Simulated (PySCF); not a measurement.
Correlation energy of Ne²⁺ (neon, charge +2)

[He] 2s2 2p4, high-spin 3P determinant. Calculation: PySCF 2.14, in x2c-SVPall (3s2p1d, 14 functions); scalar relativity by spin-free X2C-1e. Frozen: 1s2; 6 electrons correlated.

MP2 pair energies summed by pair of shells (mhartree):

```
 pair  energy  share (%)
2p-2p  -41.88       46.9
2s-2p  -40.88       45.8
2s-2s   -6.55        7.3
```

Total MP2 correlation energy: -89.31 mhartree.

Same-spin part -21.28 and opposite-spin part -68.03 mhartree; SCS-MP2 scales them by 1/3 and 6/5 to -88.72 mhartree.

```json
{"level": "CCSD", "correlation energy (mhartree)": "-102.06"}
{"level": "(T)", "correlation energy (mhartree)": "-0.66"}
{"level": "CCSD(T)", "correlation energy (mhartree)": "-102.72"}
```

Diagnostics: T1 = 0.0033, D1 = 0.0055, largest double amplitude 0.031.

Q: Is a single reference adequate?

A: Yes: T1 lies below 0.03 and no double amplitude reaches 0.07.
